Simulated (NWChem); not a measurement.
System: GaH3S2O; SMILES [OH][Ga]([SH])[SH]

The following NWChem deck was run.

```
start job
memory heap 200 mb stack 900 mb global 1100 mb
geometry units angstroms noautoz
  Ga     0.311278     0.072320     0.000000
  O      2.082977     0.223417     0.000000
  H      2.575622    -0.602838     0.000000
  S     -0.726452    -1.875094     0.000000
  H      0.416497    -2.596178     0.000000
  S     -0.791151     1.966430     0.000000
  H     -1.996240     1.354503     0.000000
end
basis spherical
  * library def2-svpd
end
dft
  xc pbe0
  iterations 150
end
tddft
  cis
  nroots 6
  notriplet
end
task tddft energy
```

Excerpt of the output:

```
             Northwest Computational Chemistry Package (NWChem) 7.3.0
             --------------------------------------------------------

 CS  symmetry detected

                             Geometry "geometry" -> ""
                             -------------------------

 Output coordinates in angstroms (scale by  1.889725989 to convert to a.u.)

  No.       Tag          Charge          X              Y              Z
 ---- ---------------- ---------- -------------- -------------- --------------
    1 Ga                  31.0000     0.27085229     0.01633191     0.00000000
    2 O                    8.0000     2.04575520     0.12341743     0.00000000
    3 H                    1.0000     2.51774487    -0.71480819     0.00000000
    4 S                   16.0000    -0.81488349    -1.90473098     0.00000000
    5 H                    1.0000     0.30981974    -2.65395537     0.00000000
    6 S                   16.0000    -0.78423462     1.93721556     0.00000000
    7 H                    1.0000    -2.00413757     1.35538145     0.00000000

 Effective nuclear repulsion energy (a.u.)     434.7911269194

      Symmetry information
      --------------------

 Group name             Cs
 Group number              2
 Group order               2
 No. of unique centers     7

                                 NWChem DFT Module
                                 -----------------

 Summary of "ao basis" -> "ao basis" (spherical)
 ------------------------------------------------------------------------------
       Tag                 Description            Shells   Functions and Types
 ---------------- ------------------------------  ------  ---------------------
 Ga                        def2-svpd                14       38   6s4p4d
 O                         def2-svpd                 9       23   4s3p2d
 H                         def2-svpd                 4        8   2s2p
 S                         def2-svpd                11       27   5s4p2d

      Symmetry analysis of basis
      --------------------------

        a'         98
        a"         41

            General Information
            -------------------
          SCF calculation type: DFT
          Wavefunction type:  closed shell.
          No. of atoms     :     7
          No. of electrons :    74
           Alpha electrons :    37
            Beta electrons :    37
          Charge           :     0
          Spin multiplicity:     1
          Use of symmetry is: off; symmetry adaption is: on
          Maximum number of iterations: 150
          AO basis - number of functions:   139
                     number of shells:    57
          Convergence on energy requested:  1.00D-06
          Convergence on density requested:  1.00D-05
          Convergence on gradient requested:  5.00D-04

              XC Information
              --------------
                         PBE0 Method XC Functional
                     Hartree-Fock (Exact) Exchange  0.250
          PerdewBurkeErnzerhof Exchange Functional  0.750
            Perdew 1991 LDA Correlation Functional  1.000 local
           PerdewBurkeErnz. Correlation Functional  1.000 non-local

             Grid Information
             ----------------
          Grid used for XC integration:  medium
          Radial quadrature: Mura-Knowles
          Angular quadrature: Lebedev.
          Tag              B.-S. Rad. Rad. Pts. Rad. Cut. Ang. Pts.
          ---              ---------- --------- --------- ---------
          Ga                  1.30      112          12.0       590
          O                   0.60       49          13.0       434
          H                   0.35       45          14.0       434
          S                   1.00       88          14.0       590
          Grid pruning is: on
          Number of quadrature shells:   472
          Spatial weights used:  Erf1

      Superposition of Atomic Density Guess
      -------------------------------------

 Sum of atomic energies:       -2793.87151185

[...]

                                NWChem TDDFT Module
                                -------------------

            General Information
            -------------------
           No. of orbitals :     278
            Alpha orbitals :     139
             Beta orbitals :     139
        Alpha frozen cores :       0
         Beta frozen cores :       0
     Alpha frozen virtuals :       0
      Beta frozen virtuals :       0
         Spin multiplicity :       1
    Number of AO functions :     139
        Use of symmetry is : off
      Symmetry adaption is : on
         Schwarz screening :  0.10D-07

              XC Information
              --------------
                  PBE0 Method XC Functional
              Hartree-Fock (Exact) Exchange   0.25
   PerdewBurkeErnzerhof Exchange Functional   0.75
     Perdew 1991 LDA Correlation Functional   1.00 local
    PerdewBurkeErnz. Correlation Functional   1.00 non-local

             TDDFT Information
             -----------------
          Calculation type : Tamm-Dancoff TDDFT
         Wavefunction type : Restricted singlets
          No. of electrons :      74
           Alpha electrons :      37
            Beta electrons :      37
              No. of roots :       6
          Max subspacesize :    5200
            Max iterations :     100
               Target root :       1
           Target symmetry : none
      Symmetry restriction : off
                 Algorithm : Optimal
        Davidson threshold :  0.10D-03

    6 smallest eigenvalue differences (eV)
--------------------------------------------------------
  No. Spin  Occ  Vir  Irrep   E(Occ)    E(Vir)   E(Diff)
--------------------------------------------------------
    1    1   37   38 a"       -0.285    -0.046     6.522
    2    1   36   38 a"       -0.301    -0.046     6.961
    3    1   37   39 a'       -0.285    -0.020     7.207
    4    1   37   40 a"       -0.285    -0.010     7.485
    5    1   36   39 a'       -0.301    -0.020     7.646
    6    1   35   38 a'       -0.328    -0.046     7.676
--------------------------------------------------------

  Entering Davidson iterations
  Restricted singlet excited states

  Iter   NTrls   NConv    DeltaV     DeltaE      Time
  ----  ------  ------  ---------  ---------  ---------
    1      6       0     0.13E+00   0.10+100       20.6
    2     12       0     0.27E-01   0.33E-01       22.2
    3     18       0     0.15E-01   0.15E-02       20.9
    4     24       0     0.50E-01   0.13E-01       34.9
    5     30       1     0.24E-01   0.52E-02       32.4
    6     35       2     0.72E-02   0.14E-02       22.2
    7     39       4     0.25E-02   0.19E-03       28.3
    8     41       5     0.79E-03   0.24E-04       26.2
    9     42       5     0.17E-03   0.12E-05       18.5
   10     43       6     0.87E-04   0.68E-07       21.6
  ----  ------  ------  ---------  ---------  ---------
  Convergence criterion met

  Ground state a'      -2797.230501852526 a.u.

  ----------------------------------------------------------------------------
  Root   1 singlet a"             0.192465576 a.u.                5.2373 eV
  ----------------------------------------------------------------------------
     Transition Moments    X -0.00000   Y  0.00000   Z  0.00936
     Dipole Oscillator Strength                    0.0000112388
     Electric Quadrupole                           0.0000002134
     Magnetic Dipole                               0.0000004694
     Total Oscillator Strength                     0.0000119216

     Occ.   36  a"  ---  Virt.   38  a'       0.06198
     Occ.   37  a"  ---  Virt.   38  a'      -0.97689
     Occ.   37  a"  ---  Virt.   40  a'       0.16271
     Occ.   37  a"  ---  Virt.   42  a'       0.07472
  ----------------------------------------------------------------------------
  Root   2 singlet a"             0.208487037 a.u.                5.6732 eV
  ----------------------------------------------------------------------------
     Transition Moments    X  0.00000   Y -0.00000   Z  0.51632
     Dipole Oscillator Strength                    0.0370530939
     Electric Quadrupole                           0.0000000758
     Magnetic Dipole                               0.0000002526
     Total Oscillator Strength                     0.0370534223

     Occ.   34  a"  ---  Virt.   38  a'       0.08364
     Occ.   36  a"  ---  Virt.   38  a'      -0.97504
     Occ.   36  a"  ---  Virt.   40  a'       0.15166
     Occ.   37  a"  ---  Virt.   38  a'      -0.05527
     Occ.   37  a"  ---  Virt.   43  a'      -0.05234
  ----------------------------------------------------------------------------
  Root   3 singlet a'             0.222974976 a.u.                6.0675 eV
  ----------------------------------------------------------------------------
     Transition Moments    X  0.15690   Y -0.28364   Z -0.00000
     Dipole Oscillator Strength                    0.0156186060
     Electric Quadrupole                           0.0000000297
     Magnetic Dipole                               0.0000000065
     Total Oscillator Strength                     0.0156186423

     Occ.   33  a'  ---  Virt.   38  a'       0.07399
     Occ.   35  a'  ---  Virt.   38  a'      -0.44743
     Occ.   35  a'  ---  Virt.   40  a'       0.13485
     Occ.   36  a"  ---  Virt.   39  a"       0.10719
     Occ.   37  a"  ---  Virt.   39  a"      -0.86556
  ----------------------------------------------------------------------------
  Root   4 singlet a"             0.223656343 a.u.                6.0860 eV
  ----------------------------------------------------------------------------
     Transition Moments    X -0.00000   Y  0.00000   Z  0.01118
     Dipole Oscillator Strength                    0.0000186304
     Electric Quadrupole                           0.0000000671
     Magnetic Dipole                               0.0000009508
     Total Oscillator Strength                     0.0000196484

[...]
```

Level: PBE0/def2-SVPD, TDA. Geometry: optimised at PBE0/def2-SVP.
